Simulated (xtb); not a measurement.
O3S, charge +1, doublet, from a rough starting geometry (a state made from the parent by changing its charge; the spin is typed, not shown lowest); GFN2-xTB (xtb).

xtb was given this input:
```
$ xtb mol.xyz --gfn 2 --chrg 1 --uhf 1 --opt vtight --json

# file mol.xyz
4

O     -0.70614663    -1.26785093    -0.03585933
S     -0.01274476    -0.01135703     0.05218720
O     -0.68703034     1.20878942     0.01021623
O      1.47940937     0.04441078     0.06190222
```

What the program printed (banner, timings and long lists left out):

```
   ID    Z sym.   atoms
    1    8 O      1, 3, 4
    2   16 S      2

           -------------------------------------------------
          |                Calculation Setup                |
           -------------------------------------------------

           -------------------------------------------------
          |                 G F N 2 - x T B                 |
           -------------------------------------------------

          ...................................................
          :                      SETUP                      :
          :.................................................:
          :  # basis functions                  22          :
          :  # atomic orbitals                  21          :
          :  # shells                            9          :
          :  # electrons                        23          :
          :  max. iterations                   250          :
          :  Hamiltonian                  GFN2-xTB          :
          :  restarted?                      false          :
          :  GBSA solvation                  false          :
          :  PC potential                    false          :
          :  electronic temp.          300.0000000     K    :
          :  accuracy                    1.0000000          :
          :  -> integral cutoff          0.2500000E+02      :
          :  -> integral neglect         0.1000000E-07      :
          :  -> SCF convergence          0.1000000E-05 Eh   :
          :  -> wf. convergence          0.1000000E-03 e    :
          :  Broyden damping             0.4000000          :
          :  net charge                          1          :
          :  unpaired electrons                  1          :
          ...................................................

 iter      E             dE          RMSdq      gap      omega  full diag
   1    -14.7936224 -0.147936E+02  0.138E+01    6.27       0.0  T
   2    -14.7982273 -0.460489E-02  0.718E+00    5.24       1.0  T
   3    -14.6294031  0.168824E+00  0.691E+00    4.09       1.0  T
   4    -14.8161213 -0.186718E+00  0.167E+00    4.54       1.0  T
   5    -14.7895250  0.265963E-01  0.272E+00    4.48       1.0  T
   6    -14.8184490 -0.289240E-01  0.839E-01    4.46       1.0  T
   7    -14.8201198 -0.167078E-02  0.326E-01    4.44       1.0  T
   8    -14.8199678  0.151991E-03  0.281E-01    4.43       1.0  T
   9    -14.8202484 -0.280541E-03  0.446E-02    4.42       1.1  T
  10    -14.8202530 -0.461019E-05  0.989E-03    4.41       5.1  T
  11    -14.8202530  0.110684E-07  0.489E-03    4.41      10.2  T
  12    -14.8202530 -0.693248E-07  0.114E-03    4.41      43.9  T
  13    -14.8202530 -0.140369E-09  0.460E-04    4.41     108.8  T
  14    -14.8202530 -0.569063E-09  0.143E-04    4.41     349.4  T

   *** convergence criteria satisfied after 14 iterations ***

         :::::::::::::::::::::::::::::::::::::::::::::::::::::
         ::                     SUMMARY                     ::
         :::::::::::::::::::::::::::::::::::::::::::::::::::::
         :: total energy             -14.751918975931 Eh    ::
         :: gradient norm              0.078381783629 Eh/a0 ::
         :: HOMO-LUMO gap              4.414555700693 eV    ::
         ::.................................................::
         :: SCC energy               -14.820252981161 Eh    ::
         :: -> isotropic ES            0.154120953797 Eh    ::
         :: -> anisotropic ES          0.015309080790 Eh    ::
         :: -> anisotropic XC          0.006001231225 Eh    ::
         :: -> dispersion             -0.001877143761 Eh    ::
         :: repulsion energy           0.068334005229 Eh    ::
         :: add. restraining           0.000000000000 Eh    ::
         :: total charge               1.000000000006 e     ::
         :::::::::::::::::::::::::::::::::::::::::::::::::::::

      -----------------------------------------------------------
[...]
 * total energy  :   -14.7445863 Eh     change        0.7332698E-02 Eh
 * total energy  :   -14.7562167 Eh     change       -0.1163042E-01 Eh
 * total energy  :   -14.7565352 Eh     change       -0.3185177E-03 Eh
 * total energy  :   -14.7565781 Eh     change       -0.4284253E-04 Eh
 * total energy  :   -14.7566028 Eh     change       -0.2471978E-04 Eh
 * total energy  :   -14.7566336 Eh     change       -0.3082259E-04 Eh
 * total energy  :   -14.7566588 Eh     change       -0.2521649E-04 Eh
 * total energy  :   -14.7566825 Eh     change       -0.2363701E-04 Eh
 * total energy  :   -14.7566964 Eh     change       -0.1398799E-04 Eh
 * total energy  :   -14.7567000 Eh     change       -0.3503894E-05 Eh
 * total energy  :   -14.7567002 Eh     change       -0.2510946E-06 Eh
 * total energy  :   -14.7567002 Eh     change       -0.3072992E-07 Eh
   *** GEOMETRY OPTIMIZATION CONVERGED AFTER 13 ITERATIONS ***
         :: total energy             -14.756700231985 Eh    ::
[...]
           -------------------------------------------------

    * Orbital Energies and Occupations

         #    Occupation            Energy/Eh            Energy/eV
      -------------------------------------------------------------
         1        2.0000           -1.1511657             -31.3248
         2        2.0000           -1.0110878             -27.5131
         3        2.0000           -1.0110862             -27.5131
         4        2.0000           -0.9421801             -25.6380
         5        2.0000           -0.8806614             -23.9640
         6        2.0000           -0.8802248             -23.9521
         7        2.0000           -0.8802235             -23.9521
         8        2.0000           -0.8194823             -22.2992
         9        2.0000           -0.8194802             -22.2992
        10        2.0000           -0.8104499             -22.0535
        11        2.0000           -0.8104409             -22.0532
        12        1.0000           -0.7903520             -21.5066 (HOMO)
        13                         -0.6157695             -16.7559 (LUMO)
        14                         -0.5111539             -13.9092
        15                         -0.2068586              -5.6289
        16                         -0.2067926              -5.6271
        17                         -0.1895738              -5.1586
        18                         -0.1895396              -5.1576
        19                          0.2043030               5.5594
        20                          1.0295589              28.0157
        21                          1.0297053              28.0197
      -------------------------------------------------------------
                  HL-Gap            0.1745825 Eh            4.7506 eV
             Fermi-level           -0.7515651 Eh          -20.4511 eV

     #   Z          covCN         q      C6AA      α(0)
     1   8 O        0.860    -0.313    20.016     5.998
     2  16 S        2.579     1.939    83.561    15.385
     3   8 O        0.860    -0.313    20.016     5.998
     4   8 O        0.860    -0.313    20.015     5.998

 Mol. C6AA /au·bohr⁶  :        502.192527
 Mol. C8AA /au·bohr⁸  :      15227.971846
 Mol. α(0) /au        :         33.380266

Wiberg/Mayer (AO) data.
largest (>0.10) Wiberg bond orders for each atom

 ---------------------------------------------------------------------------
     #   Z sym  total        # sym  WBO       # sym  WBO       # sym  WBO
 ---------------------------------------------------------------------------
     1   8 O    2.205 --     2 S    1.557     4 O    0.324     3 O    0.324
     2  16 S    4.670 --     1 O    1.557     3 O    1.557     4 O    1.557
     3   8 O    2.205 --     2 S    1.557     4 O    0.324     1 O    0.324
     4   8 O    2.205 --     2 S    1.557     3 O    0.324     1 O    0.324
 ---------------------------------------------------------------------------

Topologies differ in total number of bonds
Writing topology from bond orders to xtbtopo.mol

molecular dipole:
                 x           y           z       tot (Debye)
 q only:        0.035      -0.012       0.042
   full:        0.035      -0.012       0.042       0.142
molecular quadrupole (traceless):
                xx          xy          yy          xz          yz          zz
 q only:       -1.687       0.003      -1.694      -0.169      -0.094       3.381
  q+dip:       -2.122       0.004      -2.130      -0.213      -0.118       4.251
   full:       -2.427       0.004      -2.435      -0.244      -0.135       4.862

optimized geometry written to: xtbopt.xyz

           -------------------------------------------------
          | TOTAL ENERGY              -14.756700231985 Eh   |
          | GRADIENT NORM               0.000033419616 Eh/α |
          | HOMO-LUMO GAP               4.750631833732 eV   |
           -------------------------------------------------

normal termination of xtb
```
